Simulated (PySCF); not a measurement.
PySCF input for Cl3OSi, SMILES [O][Si](Cl)(Cl)Cl, multiplicity 2, PBE/pcH-1. Coordinates come from a ωB97X-D3(BJ)/def2-SVP optimisation. The isomer is the one that the SMILES or the coordinates give; other isomers of the formula were not compared.

```python
import numpy as np
from pyscf import gto, scf, dft
from pyscf.prop.hfc import uks as hfc
from pyscf.prop.gtensor import uks as gtensor

mol = gto.M(
    atom='''
    O    -0.27045085   -1.91545706    0.00000000
    Si   -0.00915551   -0.26342545   -0.00000000
    Cl    1.01589329    0.32196382    1.64774616
    Cl   -1.89697575    0.47440252   -0.00000000
    Cl    1.01589329    0.32196382   -1.64774616
    ''',
    basis='pcH-1',
    charge=0,
    spin=1,
    max_memory=1600,
    verbose=3,
)
mf = dft.UKS(mol, xc='pbe').density_fit(auxbasis='def2-universal-jkfit')
mf.grids.level = 3
mf.conv_tol = 1e-10
mf.max_cycle = 100
mf.kernel()
fine, coarse = mf.grids, dft.Grids(mol).set(level=1).build(with_non0tab=True)
for _ in range(3):  # follow internal instabilities
    mf.grids = coarse
    mo, _, stable, _ = mf.stability(return_status=True, nroots=4)
    mf.grids = fine
    if stable:
        break
    mf.kernel(mf.make_rdm1(mo, mf.mo_occ))
A = hfc.HFC(mf).make_fcdip(mf.make_rdm1())  # Fermi contact and dipolar terms, MHz
print('atom   A(iso)/MHz   principal dipolar parts/MHz')
for i, a in enumerate(A):
    w = np.linalg.eigvalsh((a + a.T) / 2)
    print(f'{mol.atom_symbol(i):2s}{i + 1:3d} {w.mean():12.2f}', (w - w.mean()).round(2))
gt = gtensor.GTensor(mf)
gt.dia_soc2e, gt.para_soc2e, gt.so_eff_charge = None, None, True
gt.max_cycle_cphf = 60
g = gt.kernel()
```

Log of the run:

```

WARN: HOMO -0.333471326947694 >= LUMO -0.333471326947725

converged SCF energy = -1744.60534649312  <S^2> = 0.75251555  2S+1 = 2.002514
<class 'pyscf.df.df_jk.DFUKS'> wavefunction is stable in the internal stability analysis
atom   A(iso)/MHz   principal dipolar parts/MHz
O   1       -19.01 [-245.6   122.4   123.19]
Si  2        45.50 [-2.42  0.96  1.46]
Cl  3        -1.53 [-5.7  -5.19 10.89]
Cl  4         1.38 [-24.35 -23.66  48.01]
Cl  5        -1.53 [-5.7  -5.19 10.89]
SOC(1e)/OZ [0.01381277 0.03669553 0.00747764]
free electron g 2.00231930436182
g-tensor total [2.01590761 2.03888018 2.00960405]
g-shift (ppt) [13.5883063  36.56087543  7.28474209]
```

The run converged.
